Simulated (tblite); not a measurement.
C₆H₁₇BN₂.
Atom-mapped SMILES: `[CH3:1][N+:2]1([CH3:3])[BH2-:4][CH2:5][CH2:6][C@@H:7]1[CH2:8][NH2:9]` (hydrogens: H10, H11, H12 on C1; H13, H14, H15 on C3; H16, H17 on B4; H18, H19 on C5; H20, H21 on C6; H22 on C7; H23, H24 on C8; H25, H26 on N9)

Cartesian coordinates in Å at the GFN2-xTB level; atoms count from 1:
```
atom  x, y, z in Å
C1    -1.1661   -0.8332   -1.1346
N2    -0.8864   -0.1428    0.1215
C3    -1.5455   -0.8518    1.2115
B4    -1.4135    1.4245    0.0332
C5    -0.1691    2.0991   -0.7810
C6     1.0198    1.1377   -0.6073
C7     0.5620    0.0319    0.3515
C8     1.4011   -1.2474    0.2462
N9     2.6317   -1.0584    0.9981
H10   -0.6824   -0.3128   -1.9549
H11   -0.8246   -1.8706   -1.1053
H12   -2.2396   -0.8199   -1.3111
H13   -1.3157   -0.3644    2.1557
H14   -2.6219   -0.8083    1.0565
H15   -1.2358   -1.8987    1.2622
H16   -2.4637    1.4216   -0.5269
H17   -1.4933    1.8100    1.1588
H18   -0.3747    2.2433   -1.8430
H19    0.0855    3.0830   -0.3892
H20    1.8950    1.6414   -0.1947
H21    1.3210    0.7018   -1.5646
H22    0.6640    0.4014    1.3758
H23    1.5770   -1.4976   -0.8146
H24    0.8784   -2.0905    0.7092
H25    3.1649   -0.2873    0.6113
H26    3.2108   -1.8892    0.9490
```

Calculated harmonic vibrations of the isolated species, GFN2-xTB (tblite), most abundant isotopes, no scaling. The method is semi-empirical: single wavenumbers can be off by several per cent or more. Modes of hydrogen on boron can be 10 to 20 % off. One conformer, not necessarily the lowest.

Harmonic wavenumbers (cm⁻¹): 69.3, 86.6, 129.1, 215.7, 233.6, 254.3, 269.5, 293.9, 328.9, 350.1, 365.4, 465.8, 480.3, 529.2, 589.9, 656.2, 726.7, 805.7, 861.6, 870.0, 901.5, 933.5, 965.6, 997.4, 1030.3, 1032.0, 1043.6, 1074.4, 1080.8, 1088.6, 1093.9, 1125.3, 1144.9, 1170.0, 1185.5, 1214.1, 1229.8, 1245.6, 1254.7, 1265.2, 1273.2, 1294.4, 1320.5, 1336.5, 1370.8, 1404.2, 1425.8, 1465.2, 1476.0, 1481.2, 1490.2, 1494.8, 1508.9, 1536.0, 1564.2, 2437.4, 2464.7, 2811.8, 2933.2, 2944.2, 2961.9, 2963.2, 2971.7, 2975.4, 2984.2, 3012.9, 3030.2, 3036.1, 3045.6, 3070.0, 3395.7, 3424.8.

A = 2123, B = 1384, C = 1056 MHz; mass 128.148 u (most abundant isotopes); point group C1, symmetry number 1.

Zero-point energy?

½Σν̃ = 51282 cm⁻¹ = 613.47 kJ/mol.

Entropy at 298.15 K, 1 bar (ideal gas, RRHO, classical rotation)?

Translation 169.38, rotation 121.45, vibration 118.29: S = 409.1 J/(mol K).

And Cp and H(298.15 K) − H(0)?

Cp = 179.47 J/(mol K), of which vibrations give 146.21 (their classical limit is 72 R = 598.6); H(298.15 K) − H(0) = 30.06 kJ/mol without the zero-point energy, 20.15 from vibrations.

How do the functions run with temperature in this model?

| T (K) | S (J/(mol K)) | Cp (J/(mol K)) | H − H(0) (kJ/mol) | G − H(0) (kJ/mol) | ln q(vib) |
| --- | --- | --- | --- | --- | --- |
| 150 | 316.7 | 101.3 | 9.47 | -38.03 | 2.26 |
| 250 | 380.0 | 152.1 | 22.09 | -72.92 | 4.81 |
| 400 | 470.2 | 238.5 | 51.37 | -136.70 | 8.95 |
| 600 | 586.3 | 335.4 | 109.29 | -242.48 | 14.83 |
| 900 | 742.0 | 431.2 | 225.47 | -442.32 | 23.71 |

q(vib) and H(0) count from the zero-point level.

Blend soft modes into free rotors: weight 1/[1 + (100 cm⁻¹/ν̃)⁴] for the oscillator and the rest for a rotor with moment μB/(μ + B), μ = h/(8π²ν), B = 10⁻⁴⁴ kg m². What vibrational entropy results?

112.84 J/(mol K) in place of 118.29, which changes −T·S at 298.15 K by +1.63 kJ/mol.

What must be added to the electronic energy to get the Gibbs energy at 298.15 K and 1 bar?

ZPE + [H(298.15 K) − H(0)] − T·S = 613.47 + 30.06 − 121.98 = 521.55 kJ/mol.

Which modes carry the vibrational entropy at 298.15 K?

69.3 cm⁻¹: 17.46; 86.6 cm⁻¹: 15.63; 129.1 cm⁻¹: 12.38; 215.7 cm⁻¹: 8.35; 233.6 cm⁻¹: 7.75; 254.3 cm⁻¹: 7.12 J/(mol K); the other 66 give 49.61 together.

Hindered rotation and anharmonicity are outside this model. Other conformers, if any are populated, would add a mixing term that is left out. The structure is chiral; the term R ln 2 for an equal mix with its mirror image is left out.
